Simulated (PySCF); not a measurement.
**Ar+ (argon, charge +1) across methods**

[Ne] 3s2 3p5, 2P determinant. Calculation: PySCF 2.14, in x2c-QZVPPall with one added diffuse shell each of s, p, d, f type (10s7p5d3f1g, 86 functions); the spin-free X2C one-electron Hamiltonian (Gaussian nucleus). The B2PLYP total includes its PT2 part (frozen core); its orbital energies are those of the SCF part.

| method | E (hartree) | mean ε 3s β (eV) | mean ε 3p α (eV) | mean ε 3p β (eV) | Σ⟨r²⟩ (bohr²) | ⟨S²⟩ |
| --- | --- | --- | --- | --- | --- | --- |
| PBE | -528.5984 | -35.910 | -22.618 | -21.531 | 20.08 | 0.753 |
| LDA | -527.1633 | -35.998 | -22.669 | -21.584 | 20.13 | 0.751 |
| wB97X-V | -528.7243 | -41.321 | -27.027 | -25.945 | 20.08 | 0.753 |
| B2PLYP | -528.6737 | -40.947 | -26.192 | -24.933 | 20.11 | 0.755 |
| MN15 | -528.9838 | -38.773 | -25.300 | -24.308 | 19.86 | 0.752 |
| UHF | -528.09805 | -44.993 | -29.133 | -27.618 | 20.11 | 0.759 |
| r2SCAN | -528.7616 | -36.599 | -23.206 | -21.971 | 20.01 | 0.755 |
| revPBE | -528.7137 | -35.873 | -22.595 | -21.506 | 20.07 | 0.753 |
| PBE0 | -528.6365 | -38.490 | -24.500 | -23.325 | 20.03 | 0.754 |
